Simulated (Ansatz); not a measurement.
Two isomers of C2H6SSi: A = `C=CS[SiH3]`, B = `C=C[SiH2]S`.

Isolated molecules relaxed with PBE0-D4/def2-TZVP in Ansatz; ΔE leaves out vibrations. CCSD(T)/CBS is the MP2 limit (def2-TZVPP, def2-QZVPP) plus CCSD(T) − MP2 in def2-TZVPP, frozen cores. Functionals use def2-TZVPP. B3LYP here is the variant with VWN-RPA as its local correlation; programs differ in this. Each species was taken in one conformer, which may not be the lowest.

A:

```xyz
10

C     1.6630    1.1394   -0.9469
C     0.9538    0.2481   -0.2679
S    -0.1181    0.6859    1.0591
Si   -1.6165   -0.8119    0.8021
H     1.5769    2.2037   -0.7610
H     2.3631    0.8150   -1.7076
H     1.0557   -0.8148   -0.4679
H    -2.4861   -0.7225    1.9996
H    -0.9725   -2.1494    0.7190
H    -2.4193   -0.5936   -0.4284
```

B:

```xyz
10

C     1.039   -0.854   -1.127
C     0.684    0.277   -0.523
Si   -0.990    0.500    0.243
S    -0.863    0.919    2.339
H     0.356   -1.697   -1.204
H     2.021   -0.993   -1.570
H     1.406    1.090   -0.465
H    -1.778   -0.732   -0.024
H    -1.700    1.688   -0.296
H    -0.175   -0.198    2.628
```

(1) Which is lower in electronic energy at CCSD(T)/CBS, and by how much? (Estimate.)

(2) Give E(B) − E(A) in kcal/mol with PBE0-D4, r2SCAN-D4, BLYP-D4, B3LYP, ωB97M-V, CCSD(T)/def2-SVP, CCSD/def2-TZVPP. (Estimate.)

(3) Does the order hold for the free energy at 298.15 K (harmonic terms from PBE0-D4)? (An estimate is asked.)

Largest T1 diagnostic: 0.012.

Results:

(1) Ansatz gave: B, by 11.4 kcal/mol.

(2) Computed: PBE0-D4 -10.3, r2SCAN-D4 -10.3, BLYP-D4 -9.5, B3LYP -10.5, ωB97M-V -11.5, CCSD(T)/def2-SVP -10.5, CCSD/def2-TZVPP -11.9. None reverses the order clearly.

(3) Ansatz gave: Yes: G(B) − G(A) = -10.9 kcal/mol, for one conformer each. Modes under 60 cm⁻¹, often nearly free rotors, make the harmonic entropy too high.

At CCSD(T), def2-SVP lies +0.9 kcal/mol from the extrapolated value and def2-TZVPP −0.0 kcal/mol. From BLYP to BHLYP (50 % exact exchange), in def2-TZVPP and without D4, E(B) − E(A) moves by −1.7 kcal/mol.
